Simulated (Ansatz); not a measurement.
`O[C](F)(F)[GeH3]` + `[F][GeH2][CH2]Cl` → `[F][GeH2][CH2][GeH3]` + `OC(F)(F)Cl`  (formal exchange of groups at a Ge–C bond)

Program: Ansatz. Geometries: PBE0-D4/def2-TZVP. ΔE: electronic, gas phase. CBS: MP2 limit from def2 TZ/QZ plus the TZ coupled-cluster correction, frozen cores. Functionals use def2-TZVPP. B3LYP here is the variant with VWN-RPA as its local correlation; programs differ in this. For Ge outer-core shells are correlated without core-valence functions, which leaves a few kJ/mol of doubt a bond. Scalar relativity is left out up to krypton. Each species was taken in one conformer, which may not be the lowest.

```
             level  ΔE (kJ/mol)  difference from CCSD(T)/CBS
            PBE-D4        -45.7                          5.2
         r2SCAN-D4        -52.1                         -1.2
           ωB97M-V        -51.3                         -0.4
            B2PLYP        -47.7                          3.2
             B3LYP        -41.6                          9.3
    MP2/def2-TZVPP        -59.5                         -8.6
SCS-MP2/def2-TZVPP        -54.2                         -3.3
   CCSD/def2-TZVPP        -53.4                         -2.5
     HF/def2-QZVPP        -49.7                          1.2
    MP2/def2-QZVPP        -57.3                         -6.4
       CCSD(T)/CBS        -50.9                            0
```

Largest T1 diagnostic among the species: 0.012.

In def2-TZVPP, CCSD(T) changes the Hartree–Fock value by −3.5 kJ/mol (the triples alone add −0.7 kJ/mol) and MP2 by −8.9 kJ/mol. From PBE to PBE0 (25 % exact exchange), in def2-TZVPP and without D4, ΔE moves by −6.4 kJ/mol.
